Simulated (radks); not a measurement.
Results of a calculation; reference values are marked as such.
The nuclear charge of the iodine ion I2+ is varied continuously with 51 electrons held in [Kr] 4d10 5s2 5p3. Level of theory: scalar-relativistic Kohn-Sham, PBE, spin-polarised, spherical densities, point nucleus; open shells are filled with parallel spins first (spin-orbit coupling, left out, can overturn this in heavy ions) (a radial shooting solver on a logarithmic mesh with Libxc functionals). By the Hellmann-Feynman theorem dE/dZ = E(electron-nucleus)/Z, the electronic potential at the nucleus. The scalar-relativistic energy here is not variational (the density holds large components alone), so the two differ by a part that grows with Z.

Z     E (hartree)  E(electron-nucleus)/Z (hartree)  HOMO  e(HOMO) (eV)  <r> HOMO (bohr)
52.5  -6953.69999                         -319.945    5p       -19.794            2.317
52.6  -6985.85652                         -320.784    5p       -20.899            2.291
52.7  -7018.09776                         -321.622    5p       -22.021            2.266
52.8  -7050.42371                         -322.461    5p       -23.160            2.242
52.9  -7082.83442                         -323.300    5p       -24.316            2.218
53    -7115.32991                         -324.140    5p       -25.488            2.196
53.1  -7147.91021                         -324.979    5p       -26.676            2.174
53.2  -7180.57534                         -325.819    5p       -27.881            2.152
53.3  -7213.32534                         -326.659    5p       -29.101            2.132
53.4  -7246.16023                         -327.500    5p       -30.337            2.112
53.5  -7279.08006                         -328.340    5p       -31.589            2.092
53.6  -7312.08484                         -329.181    5p       -32.856            2.073
53.7  -7345.17461                         -330.022    5p       -34.138            2.054
53.8  -7378.34940                         -330.864    5p       -35.436            2.036
53.9  -7411.60926                         -331.706    5p       -36.749            2.019
54    -7444.95421                         -332.548    5p       -38.077            2.001

The central difference of E at Z = 53 is -325.379 hartree, to compare with the third column; the second derivative is -8.48 hartree.
